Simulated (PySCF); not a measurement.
Predicted microwave data (PBE0-D3(BJ)/def2-SVP geometry optimisation, gas phase in PySCF) for one isomer of C5H6F2:

| Quantity | Value |
| --- | --- |
| Rotational constants | A = 8458, B = 1365, C = 1222 MHz |
| Dipole components | \|μa\| = 0.29 D, \|μb\| = 1.15 D, \|μc\| = 0.53 D |
| Inertial defect | -16.20 u·Å² |
| κ | -0.96 |

Question: Which candidate fits, each taken in the one conformer that was computed?
A. `[CH2:1]=[CH:2]/[C:3]([F:4])=[C:5](\[CH3:6])[F:7]` with C1–C2–C3–F4 0°
B. `[F:1][CH:2]=[C:3]1[CH2:4][CH:5]([F:6])[CH2:7]1` with C2–C3–C4–C5 -153°, C3–C4–C5–F6 -137°, C4–C5–C7–C3 17°, C2–C3–C7–C5 153°
C. `[CH2:1]=[C:2]([F:3])/[C:4]([F:5])=[CH:6]\[CH3:7]` with C1–C2–C4–F5 4°
D. `[CH2:1]=[CH:2][C:3](=[CH2:4])[CH:5]([F:6])[F:7]` with C1–C2–C3–C4 -175°, C2–C3–C5–F6 179°

Answer: B. It is FC=C1CC(F)C1, a near-prolate asymmetric top, point group C1. The candidates at the same level (rigid rotor, commonest isotopes):

```json
{"SMILES": "C=C(F)/C(F)=C\\C", "A (MHz)": "3533", "B (MHz)": "2425", "C (MHz)": "1453", "μa (D)": "0.66", "μb (D)": "0.18", "μc (D)": "0.07", "Δ (u·Å²)": "-3.58", "point group": "–", "rotor": "asymmetric top"}
{"SMILES": "C=C/C(F)=C(\\C)F", "A (MHz)": "4721", "B (MHz)": "1886", "C (MHz)": "1359", "μa (D)": "0.03", "μb (D)": "2.65", "μc (D)": "0.00", "Δ (u·Å²)": "-3.17", "point group": "Cs", "rotor": "asymmetric top"}
{"SMILES": "C=CC(=C)C(F)F", "A (MHz)": "3841", "B (MHz)": "2320", "C (MHz)": "1556", "μa (D)": "1.37", "μb (D)": "0.99", "μc (D)": "0.90", "Δ (u·Å²)": "-24.51", "point group": "C1", "rotor": "asymmetric top"}
{"SMILES": "FC=C1CC(F)C1", "A (MHz)": "8458", "B (MHz)": "1365", "C (MHz)": "1222", "μa (D)": "0.29", "μb (D)": "1.15", "μc (D)": "0.53", "Δ (u·Å²)": "-16.20", "point group": "C1", "rotor": "near-prolate asymmetric top"}
```

`C=CC(=C)C(F)F` has B 70 % too high; `C=C(F)/C(F)=C\C` has B 78 % too high; `C=C/C(F)=C(\C)F` has A 44 % too low. No structure here is proved a minimum.
